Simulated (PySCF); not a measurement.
Molecule (SMILES): [C]=C=[C] (closed-shell singlet).
Geometry (B3LYP-D3(BJ)/def2-TZVP, fixed):
```xyz
3

C      0.0000     0.0000    -1.2873
C      0.0000     0.0000     0.0000
C      0.0000     0.0000     1.2873
```
Charge 0, spin multiplicity 1.

How fast the mean static polarisability converges with the basis for several methods (PySCF): deviation from each method's own reference, in %. References: HF 34.05 bohr³, the value in d-aug-cc-pVTZ; PBE 34.00 bohr³, the value in d-aug-cc-pVTZ; PBE0 33.53 bohr³, the value in d-aug-cc-pVTZ. All functions are spherical. Density fitting with generated auxiliary sets. No added dispersion term, no relativity. 

```
basis        functions     HF    PBE   PBE0
-----------  ---------  -----  -----  -----
def2-SVP            42  -17.9  -20.3  -18.6
pcseg-1             42  -16.6  -18.3  -17.0
6-311+G**           66   -8.9   -7.3   -7.8
pcseg-2             90   -8.4   -7.8   -7.6
def2-TZVPPD        111   -0.4   -0.6   -0.4
aug-pcseg-2        138   -0.2   -0.2   -0.3
cc-pVQZ            165   -4.9   -5.5   -4.8
aug-pcseg-3        255    0.0    0.0    0.0
```

Mean absolute deviation over 6-311+G**, pcseg-2, def2-TZVPPD, aug-pcseg-2: PBE 4.0, PBE0 4.0, HF 4.5 %.
